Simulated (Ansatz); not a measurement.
Worked example: C2H7BrSi + SiH2(CH3) → C2H7Si + SiH2(CH3)Br

Species: C2H7BrSi `CC[SiH2]Br`, singlet; SiH2(CH3), doublet; C2H7Si `CC[SiH2]`, doublet; SiH2(CH3)Br, singlet. A radical takes Br: the energy is the difference in strength between two Si–Br bonds in different surroundings.

Shapes, held fixed at every level: PBE0-D4/def2-TZVP. Flexible molecules stand in one conformer, not always the lowest. Programs: Ansatz 0.2.0. The zero-point and thermal change to 298 K, harmonic and unscaled (PBE0-D4/def2-TZVP), is +0.1 kJ/mol.

At B2PLYP/def2-TZVPP; 1 Eh = 2625.50 kJ/mol:

| species | energy (Eh) |
| --- | --- |
| C2H7BrSi | -2943.581326 |
| SiH2(CH3) | -330.413064 |
| C2H7Si | -369.697845 |
| SiH2(CH3)Br | -2904.296603 |

Problem. Work out ΔH(298 K) of the reaction at this level.

Solution. 
1. Products less reactants: (-369.697845) + (-2904.296603) − [(-2943.581326) + (-330.413064)] = -0.000058 Eh = -0.2 kJ/mol.
2. With the thermal change: -0.2 + (+0.1) = -0.1 kJ/mol.

Other levels give -0.6 (SPW92/def2-TZVPP) to +0.6 kJ/mol (MP2/def2-TZVPP). No measured value is set beside it here. Open shells run unrestricted. Relativity is left out for Br. Outer-core shells of Br are correlated in most correlated rows, in sets that cover them unevenly. That is about zero within the method's error.
